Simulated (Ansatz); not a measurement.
Input and output for C₂H₂BCl₂F₃O, SMILES `FC(F)(F)COB(Cl)Cl`.

```yaml
crystal:
  periodic: [false, false, false]
  atoms:
    - {symbol: F, position_ang: [-2.410128, 0.682159, -0.660540]}
    - {symbol: C, position_ang: [-1.190030, 0.175764, -0.866846]}
    - {symbol: F, position_ang: [-1.273754, -1.154215, -0.786554]}
    - {symbol: F, position_ang: [-0.819231, 0.484050, -2.108505]}
    - {symbol: C, position_ang: [-0.235726, 0.735657, 0.168272]}
    - {symbol: O, position_ang: [1.048586, 0.211483, -0.037098]}
    - {symbol: B, position_ang: [1.626566, -0.740135, 0.712949]}
    - {symbol: Cl, position_ang: [3.211639, -1.291133, 0.237435]}
    - {symbol: Cl, position_ang: [0.864610, -1.416826, 2.142853]}
    - {symbol: H, position_ang: [-0.628909, 0.495121, 1.158032]}
    - {symbol: H, position_ang: [-0.193623, 1.818055, 0.040001]}
basis:
  gaussian: {orbitals: def2-TZVP}
hamiltonian: {xc: {name: PBEsol}, dispersion: d3bj, pseudopotentials: {relativity: none}}
```

```sh
$ ansatz run in.yaml --threads 4 --pin off --events-out ev --progress --plain --max-ram 66560MiB --backend cuda --devices 0, --max-vram 37GiB
```

Output, abridged:

```
Functional definition: PBEsol
1748 factors; their error is unknown
mean field evaluation 1: about -37925.2771 eV, gradient 6.5e1 eV
mean field evaluation 2: about -37899.5417 eV, gradient 1.3e2 eV
mean field evaluation 4: about -37932.7803 eV, gradient 7.4e0 eV
mean field evaluation 8: about -37932.8664 eV, gradient 8.4e-2 eV
mean field evaluation 16: about -37932.8380 eV, gradient 4.3e-4 eV
mean field -37932.83799343 eV, -1394.0060844574 hartree, gradient 5.6e-5 eV, S^2 0.000000; 0 other end points of the search recorded, 0 dependent functions left out
reference -37932.83803207 eV, -1394.0060858774 hartree; 44, 44 occupied and 259, 259 virtual orbitals, 1748 factors
Total energy: -37932.95664726 eV, -1394.0104449054 hartree
```

Hardware: 4 threads of an AMD EPYC 7R13 on a shared host and a share of an NVIDIA H100 80 GB. Wall time 3.8 s, peak host memory 0.82 GiB.
